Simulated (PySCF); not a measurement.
PySCF 2.14 output of an unrestricted r2SCAN calculation on a single atom or ion in cc-pVTZ-PP with ECP10MDF, with scalar relativity through the core potential:

```
SCF conv_tol = 1e-09
number electrons alpha = 13  beta = 11
    J. W. Furness, A. D. Kaplan, J. Ning, J. P. Perdew, and J. Sun.,  J. Phys. Chem. Lett. 11, 8208-8215 (2020)
    J. W. Furness, A. D. Kaplan, J. Ning, J. P. Perdew, and J. Sun.,  J. Phys. Chem. Lett. 11, 9248-9248 (2020)
    J. W. Furness, A. D. Kaplan, J. Ning, J. P. Perdew, and J. Sun.,  J. Phys. Chem. Lett. 11, 8208-8215 (2020)
    J. W. Furness, A. D. Kaplan, J. Ning, J. P. Perdew, and J. Sun.,  J. Phys. Chem. Lett. 11, 9248-9248 (2020)
cycle= 1 E= -462.027969130237  delta_E= -0.00879  |g|= 0.0542  |ddm|= 0.246
cycle= 2 E= -462.028277474658  delta_E= -0.000308  |g|= 0.0272  |ddm|= 0.0573
cycle= 3 E= -462.028373497559  delta_E= -9.6e-05  |g|= 0.00198  |ddm|= 0.0223
cycle= 4 E= -462.028374562533  delta_E= -1.06e-06  |g|= 0.000282  |ddm|= 0.0034
cycle= 5 E= -462.028374590668  delta_E= -2.81e-08  |g|= 6.71e-06  |ddm|= 0.000603
cycle= 6 E= -462.028374590713  delta_E= -4.51e-11  |g|= 7.56e-07  |ddm|= 4.11e-05
converged SCF energy = -462.028374590713  <S^2> = 2.0037642  2S+1 = 3.0025084
```

The run itself started from symmetry-adapted Hartree-Fock orbitals and held the occupation by maximum overlap, on a logarithmic radial grid, so the iterations belong to that start.

Problem. Which element, charge and spin multiplicity is this?

Solution. Kr(2+) (krypton, charge +2), multiplicity 3; the state was [Ar] 3d10 4s2 4p4, high-spin 3P determinant.

Energies and moments cover only the electrons outside the core potential.
